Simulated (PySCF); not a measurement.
**CH6BNO2**

The system: CH6BNO2, a small molecule; neutral, singlet. The structure, one conformer, was relaxed in the gas phase by PBE0-D3(BJ)/def2-SVP. No frequency run checks that it is a minimum.

SMILES: CNB(O)O

Coordinates in Å:
```
O1     -2.038    0.786    0.083
B2     -0.884    0.037    0.159
O3     -0.980   -1.228    0.676
N4      0.380    0.510   -0.268
C5      1.605   -0.240   -0.196
H6     -1.911    1.660   -0.290
H7     -1.888   -1.423    0.923
H8      0.471    1.444   -0.645
H9      2.364    0.249    0.440
H10     1.394   -1.226    0.238
H11     2.060   -0.404   -1.190
```

Shieldings: GIAO PBE0/pcSseg-2. Shifts are against computed references at the same level: C TMS (σ 184.1 ppm), H TMS (σ 31.24 ppm). Core levels by delta-SCF with SCAN, pcX-2 on the ionised atom and pcseg-1 elsewhere, spin-free X2C; from the vacuum level, for chosen atoms.

**Question.** Give the NMR and core-level values of the distinct atoms.

**Answer.** 
```csv
atoms,bonded to,σ (ppm),δ (ppm),core level (eV)
O1,1 B + 1 H,253.1,-,1s 538.83
B2,1 N + 2 O,79.1,-,1s 197.12
O3,1 B + 1 H,253.8,-,1s 538.63
N4,1 B + 1 C + 1 H,210.5,-,1s 404.80
C5,1 N + 3 H,154.4,29.7,1s 291.54
H6,1 O,29.33,1.92,-
H7,1 O,28.75,2.49,-
H8,1 N,30.18,1.07,-
H9 H10 H11,1 C,28.52,2.73,-
```

Values are those of this one static structure, with the three H of a rotating XH3 group averaged; atoms that internal rotation interchanges would show their mean in an NMR spectrum.

**Question.** By CAM-B3LYP/def2-SVPD (TDDFT singlets, Tamm-Dancoff triplets, ionisation by delta-SCF), where does absorption start, and what does vertical ionisation take?

**Answer.** The first singlet with intensity lies at 7.19 eV (f 0.006); what lies below it is dark. The lowest singlet lies at 5.88 eV (f 0.001), the strongest of the first 6 at 8.47 eV (f 0.052), the lowest triplet at 5.71 eV; vertical ionisation takes 9.40 eV.
